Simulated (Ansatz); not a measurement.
CdCl₃⁻ (the lowest singlet isomer of a short search) was relaxed with PBE0-D4 (def2-SVPD) in Ansatz in these states: charge -1 quintet, charge -1 singlet, charge -1 triplet. The geometries follow in no particular order.

In the def2 sets Cd takes a core potential; there is no spin–orbit coupling.

A:

Cartesian coordinates in Å:
```
Cd -0.319 0.472 0.106
Cl -1.864 -0.250 3.573
Cl 1.401 -1.250 -1.260
Cl 0.782 1.029 -2.420
```

B:

Cartesian coordinates in Å:
```
Cd 0.000 -0.001 0.000
Cl -0.293 0.615 2.324
Cl -0.828 1.454 -1.750
Cl 1.122 -2.068 -0.573
```

C:

```xyz
4

Cd   -1.0375   -0.3060   -0.1131
Cl   -0.2933   -2.6313    0.4215
Cl    0.4580    1.6975    1.1330
Cl    0.8728    1.2398   -1.4414
```

Problem. Judge from the bond lengths which geometry belongs to which state (an estimate).

Solution. A is the charge -1 quintet (Cd1–Cl2 3.864 Å, Cd1–Cl4 2.811 Å, Cd1–Cl3 2.792 Å); B is the charge -1 singlet (Cd1–Cl2 2.422 Å, Cd1–Cl4 2.421 Å, Cd1–Cl3 2.421 Å); C is the charge -1 triplet (Cd1–Cl2 2.499 Å, Cd1–Cl4 2.793 Å, Cd1–Cl3 2.793 Å).

At PBE0-D4/def2-SVPD the highest occupied level of the charge -1 quintet lies above zero (up to 1.41 eV). It is a level of α spin, whose loss leaves a quartet; that state wasn't run at this geometry and level. The electron is either unbound and held by the finite basis, or the level is raised by self-interaction error. At PBE0-D4/def2-TZVPD a singlet lies 9.08 eV below the charge -1 quintet. At PBE0-D4/def2-TZVPD a singlet lies 3.41 eV below the charge -1 triplet. In the quintet, Cl3 and Cl4 lie 2.63 Å apart (atoms count from 1), so these atoms are partly bonded to each other. In the triplet, Cl3 and Cl4 lie 2.65 Å apart (atoms count from 1), so these atoms are partly bonded to each other. These are the stationary points nearest to one start from a short search; other shapes may lie lower in each state. The charge -1 quintet has come apart into loosely held pieces.
